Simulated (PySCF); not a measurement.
Correlation energy of Ar²⁺ (argon, charge +2)

[Ne] 3s2 3p4, high-spin 3P determinant. Calculation: PySCF 2.14, in def2-SVP; the non-relativistic Hamiltonian (point nucleus). Frozen: [Ne]; 6 electrons correlated.

MP2 pair energies summed by pair of shells (mhartree):

| pair | energy | share (%) |
| --- | --- | --- |
| 3p-3p | -45.10 | 50.0 |
| 3s-3p | -38.23 | 42.4 |
| 3s-3s | -6.86 | 7.6 |

Total MP2 correlation energy: -90.18 mhartree.

Same-spin part -22.10 and opposite-spin part -68.08 mhartree; SCS-MP2 scales them by 1/3 and 6/5 to -89.07 mhartree.

| level | correlation energy (mhartree) |
| --- | --- |
| CCSD | -109.06 |
| (T) | -0.92 |
| CCSD(T) | -109.98 |

Diagnostics: T1 = 0.0054, D1 = 0.0184, largest double amplitude 0.050.

Cost of the coupled-cluster step: 0.13 s of wall time on 1 thread of Neoverse-N1 (shared host), for 6 correlated electrons.

Iterations:

```
CC2 = 0
CCSD nocc = (np.int64(4), np.int64(2)), nmo = (13, 13)
frozen orbitals [[0, 1, 2, 3, 4], [0, 1, 2, 3, 4]]
max_cycle = 100
direct = 0
conv_tol = 1e-08
conv_tol_normt = 1e-06
diis_space = 8
diis_start_cycle = 0
Init t2, MP2 energy = -0.0901840900173202
Init E_corr(UCCSD) = -0.0901840900342452
cycle = 1  E_corr(UCCSD) = -0.104936326314263  dE = -0.0147522363  norm(t1,t2) = 0.0322923
cycle = 2  E_corr(UCCSD) = -0.107875396601923  dE = -0.00293907029  norm(t1,t2) = 0.00976556
cycle = 3  E_corr(UCCSD) = -0.109075600198566  dE = -0.0012002036  norm(t1,t2) = 0.00351462
cycle = 4  E_corr(UCCSD) = -0.109052941197026  dE = 2.26590015e-05  norm(t1,t2) = 0.000292923
cycle = 5  E_corr(UCCSD) = -0.109056303170367  dE = -3.36197334e-06  norm(t1,t2) = 4.86108e-05
cycle = 6  E_corr(UCCSD) = -0.109056029354849  dE = 2.73815518e-07  norm(t1,t2) = 6.17286e-06
cycle = 7  E_corr(UCCSD) = -0.109056098732138  dE = -6.93772894e-08  norm(t1,t2) = 9.75725e-07
cycle = 8  E_corr(UCCSD) = -0.109056075467915  dE = 2.32642232e-08  norm(t1,t2) = 1.41656e-07
cycle = 9  E_corr(UCCSD) = -0.109056078827855  dE = -3.35993997e-09  norm(t1,t2) = 2.09343e-08
UCCSD converged
E(UCCSD) = -525.2154639359661  E_corr = -0.1090560788278548
UCCSD(T) correction = -0.000919954070194814
```
